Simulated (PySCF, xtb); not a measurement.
SbF2Br, SMILES [Br][Sb]([F])[F].

xtb with GFN2-xTB at its own geometry gives an orbital gap of 4.30 eV and a dipole moment of 6.95 D.

Geometry optimised at B3LYP-D3(BJ)/def2-SVP. The def2 effective core potentials stand for the cores of Sb; spin–orbit coupling is left out.

### Question
What does B3LYP/def2-TZVPD (PySCF) give? (The exact figures need the calculation; the answer reports its results.)

### Answer
gap 6.21 eV (levels -8.61 and -2.40 eV), dipole 3.46 D.
